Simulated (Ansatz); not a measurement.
`O=[C]([AlH2])O[SiH3]` + H₂O → `O=C(O)O[SiH3]` + `[AlH3]`  (formal hydrolysis of a C–Al bond)

Gas-phase electronic energies from Ansatz, PBE0-D4/def2-TZVP geometries. CCSD(T)/CBS adds triple-zeta CCSD(T) − MP2 to the extrapolated MP2 energy (def2 sets, frozen cores). This one scheme is used for every species. Functionals use def2-TZVPP. B3LYP here is the variant with VWN-RPA as its local correlation; programs differ in this. One conformer a species, not always the lowest.

CCSD(T)/CBS gives 0.0 kJ/mol.

Q: Another level gave -9.8 kJ/mol. Which?
A. MP2/def2-TZVPP
B. HF/def2-TZVPP
C. PBE0/def2-TZVPP
D. B3LYP-D4/def2-TZVPP

A: D. B3LYP-D4 -9.8, PBE0 -19.4, HF/def2-TZVPP -40.7, MP2/def2-TZVPP -4.6 kJ/mol.

Largest T1 diagnostic among the species: 0.016.

In def2-TZVPP, CCSD(T) changes the Hartree–Fock value by +33.0 kJ/mol (the triples alone add +4.4 kJ/mol) and MP2 by +36.2 kJ/mol. From PBE to PBE0 (25 % exact exchange), in def2-TZVPP and without D4, ΔE moves by −9.2 kJ/mol.
